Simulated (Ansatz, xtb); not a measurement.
C2H3AlGe: which of two structures lies lower

We compare I, a singlet given by its coordinates, with II, `[CH]1=[CH][Ge][AlH]1`, a singlet. Both are isolated molecules in the gas phase, relaxed with PBE0-D3(BJ)/pcseg-1.

I (Å):

```xyz
7

C     0.0647    1.0502    0.7067
C    -0.7915    1.2317   -0.3194
Al   -2.3545    0.2498    0.4583
Ge   -2.0768    1.4057   -1.6599
H     0.1737    1.7886    1.5082
H     0.7740    0.2160    0.7292
H    -2.4267   -0.4746    1.8643
```

Close contacts (Å): C1–C2 1.35, C1–Al3 2.56, C2–Al3 2.00, C2–Ge4 1.87, Al3–Ge4 2.43, C1–H5 1.10, C1–H6 1.10, Al3–H7 1.58.

II (Å):

```tsv
atom	x (Å)	y (Å)	z (Å)
C	-1.6326	0.7670	1.2560
C	-1.1266	1.5541	0.2549
Al	-0.0042	0.1219	-0.4130
Ge	-2.0774	-0.9699	0.3941
H	-2.0591	1.1548	2.1897
H	1.5568	0.1737	-0.6983
H	-1.3268	2.6293	0.1878
```

Which of the two would you expect CCSD(T)/def2-TZVP electronic energies to favour?

Too close to call at this level: CCSD(T)/def2-TZVP gives E(II) − E(I) = −0.73 kcal/mol.

How the difference moves with the method:

```tsv
level	geometry	E(II) − E(I) (kcal/mol)	departure from the last row (kcal/mol)	job, with rough time for the two
PBE0-D3(BJ)/pcseg-1	PBE0-D3(BJ)/pcseg-1	−2.91	−2.18	optimisation, 38 s
HF/def2-TZVP	PBE0-D3(BJ)/pcseg-1	−11.27	−10.55	part of the CCSD(T) run
MP2/def2-TZVP	PBE0-D3(BJ)/pcseg-1	+1.74	+2.47	part of the CCSD(T) run
CCSD(T)/def2-TZVP	PBE0-D3(BJ)/pcseg-1	−0.73		single point, 70 s
```

The largest departure from CCSD(T)/def2-TZVP is that of HF/def2-TZVP, 10.55 kcal/mol. Levels run at GFN2-xTB geometries aren't shown.

With harmonic frequencies from PBE0-D3(BJ)/pcseg-1 (ideal gas, rigid rotor, one conformer each, 1000 K, 1 atm): on the last row, ΔE + ΔZPE = −0.47, ΔH = −0.87, ΔG = +1.38 kcal/mol.

The correlated steps freeze 16 core orbitals; the filled d shell of Ge is correlated, in a basis made for valence electrons. Mirror images aren't counted in ΔG. Codes used: Ansatz 0.2.0; the last row on 2 threads of Arm Neoverse V2 on a shared host.
